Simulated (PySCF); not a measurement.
Input of a run (PBE0-D3(BJ)/def2-SVP geometry optimisation, gas phase (PySCF 2.14.0)), started from GFN2-xTB:
```
{"job": {"xc": "PBE0", "basis": "def2-SVP", "d3": "d3bj", "grid": 1, "maxiter": 40, "kind": "geom"}, "charge": 0, "multiplicity": 1}
Ge     0.201110    -0.010780    -0.503070
S      0.260440     0.021500     1.690160
H     -1.059390     0.053950     1.826060
H      1.614000    -0.023310    -0.982370
H     -0.508420     1.199120    -1.038330
H     -0.507750    -1.240490    -0.992450
```

Output (energies in Eh, forces in Eh/bohr):
```
step   0  E = -2476.81852670  max force = 0.015833
step   1  E = -2476.82085391  max force = 0.004381
step   2  E = -2476.82091450  max force = 0.001326
step   3  E = -2476.82092009  max force = 0.000103
optimisation converged
```

Problem. Summarise the run.

Solution. The energy falls by 1.5 kcal/mol over 4 energy and gradient evaluations, the largest force component goes from 0.0158 to 1.0e-04 Eh/bohr, and the atoms move by 0.040 Å rms after alignment. The bond that changes most is Ge1–H4 (ends: germanium bonded to S and 3 H; hydrogen on germanium), which lengthens by 0.043 Å. Bonds longer at the end by more than 0.005 Å: 5 of 5; shorter: 0. Among the angles that change most is S2–Ge1–H4, from 107.2° to 104.8°. The energy never rose by more than 1e-6 Eh on the way. The first step brought 97 % of the lowering.

Problem. What are the final bond lengths?

Solution. Ge1–S2 2.230 Å, Ge1–H4 1.535 Å, Ge1–H5 1.539 Å, Ge1–H6 1.539 Å, S2–H3 1.351 Å. Numbering counts from 1 in the input's order; the species is Ge(SH)H3 (`[H][Ge]([H])([H])[SH]`).

The run used 70 basis functions and 23 SCF cycles in all. On one thread, Arm Neoverse V1, no GPU, shared host, this took 6.5 s of wall time.

No frequency check.
